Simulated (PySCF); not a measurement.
SMILES c1ccsc1[SiH2]O (GFN2-xTB optimised geometry):

```
13

O     -0.791    -3.014    -0.187
Si    -1.596    -1.620     0.035
C     -0.406    -0.168     0.000
C      0.959    -0.168     0.000
C      1.534     1.121     0.000
C      0.595     2.101     0.002
S     -1.000     1.463     0.005
H     -0.232    -3.164    -0.944
H     -2.168    -1.816     1.359
H     -2.593    -1.410    -1.018
H      1.539    -1.074     0.004
H      2.593     1.307    -0.002
H      0.738     3.164     0.003
```

Level of theory: PySCF 2.14.0 with PBE0/def2-TZVP.

Task: What are the frontier orbital energies and the dipole moment?

Result: HOMO-2 -8.82 eV, HOMO-1 -7.36 eV, HOMO -6.98 eV, LUMO -0.78 eV, LUMO+1 0.09 eV; dipole moment 1.87 D.

On the same geometry PySCF with PBE/def2-TZVP gives HOMO-2 -7.30 eV, HOMO-1 -6.31 eV, HOMO -5.96 eV, LUMO -1.61 eV, LUMO+1 -0.79 eV; dipole moment 1.81 D.

Meta-Löwdin charges at PBE0/def2-TZVP: O1 -0.76, Si2 0.90, C3 -0.40, C4 -0.14, C5 -0.15, C6 -0.26, S7 0.29, H8 0.36, H9 -0.11, H10 -0.13, H11 0.13, H12 0.13, H13 0.15.
